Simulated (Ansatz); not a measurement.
A nudged elastic band was laid between two geometries of ClF3HOTa + H2 (9 atoms, charge 0, multiplicity 1).

Theory: RHF/def2-SVP (Ansatz).

```json
{
  "movable images": "7",
  "climbing image": "yes",
  "spring": "5.0 eV/Å²",
  "optimiser": "quadratic models (default)",
  "start path": "through a guess of the saddle point",
  "force threshold": "0.05 eV/Å",
  "iteration limit": "60",
  "end points": "relaxed"
}
```

Initial state:

```xyz
9
Properties=species:S:1:pos:R:3
Ta -0.092 0.331 0.245
Cl 2.189 0.802 0.344
F -0.115 0.316 2.128
F 0.120 -0.057 -1.586
O -1.138 1.813 0.030
H -1.652 2.600 -0.049
F -1.022 -1.282 0.348
H 1.369 -2.994 0.680
H 2.046 -2.679 0.690
```

Final state:

```xyz
9
Properties=species:S:1:pos:R:3
Ta -0.846 -0.442 0.283
Cl 3.451 0.480 0.450
F -0.919 -0.510 2.166
F -0.649 -0.877 -1.541
O -0.392 1.339 0.140
H -0.300 2.272 0.051
F -2.574 -1.158 0.228
H 0.549 -1.470 0.487
H 3.385 -0.785 0.566
```

Problem. What changes between the two ends?

Solution. Bonds broken: Ta1–Cl2, H8–H9. Bonds formed: Ta1–H8, Cl2–H9. ClF3HOTa + H2 becomes ClH + F3H2OTa.

Problem. Give the energies along the band, and the barrier.

Solution. It converged. The highest image is number 5 of 0 to 8, 177.3 kJ/mol above the first end and 72.8 kJ/mol above the last; the last end lies 104.5 kJ/mol above the first. A vibrational analysis at the climbing image gives one clearly imaginary mode, 1169i cm⁻¹: a first-order saddle point. The orbitals stay closed-shell, which can raise the energy where a bond breaks towards radicals; this wasn't checked here.

```
image  path coordinate (Å)  energy (kJ/mol)  Ta1–Cl2 (Å)  H8–H9 (Å)  Ta1–H8 (Å)
    0                 0.00              0.0         2.33       0.75        3.66
    1                 0.73              1.1         2.35       0.75        3.23
    2                 1.46              4.2         2.36       0.75        2.85
    3                 2.18             18.3         2.38       0.75        2.57
    4                 2.91             66.5         2.47       0.76        2.21
    5                 3.64            177.3         2.75       1.09        1.88
    6                 4.48            125.2         3.24       1.87        1.76
    7                 5.32            108.7         3.84       2.33        1.75
    8                 6.16            104.5         4.40       2.92        1.75
```

Problem. What is the geometry of the highest image?

Solution. 
```xyz
9
Properties=species:S:1:pos:R:3:forces:R:3
Ta -0.292 -0.399 0.246 -0.02 0.01 -0.01
Cl 2.236 0.613 0.606 0.00 0.00 0.00
F -0.325 -0.656 2.106 0.00 0.00 0.00
F 0.193 -0.661 -1.549 0.00 0.00 0.00
O -0.734 1.398 0.180 0.00 -0.01 0.00
H -0.423 2.290 0.225 0.00 0.00 0.00
F -1.893 -1.302 0.020 0.01 0.00 0.00
H 1.114 -1.626 0.447 0.00 0.01 0.00
H 1.829 -0.807 0.548 0.01 -0.01 0.00
```

Problem. What are the harmonic wavenumbers there?

Solution. 1169i, 100, 110, 187, 210, 214, 234, 266, 268, 427, 539, 665, 700, 712, 744, 836, 1169, 1259, 1478, 1845, 4194 cm⁻¹.

The band took 22 iterations and roughly 7 core-minutes.

Run time: 3.9 min on 2 threads of Intel(R) Xeon(R) 6975P-C (Granite Rapids), with other jobs on the host, peak memory 0.3 GiB.
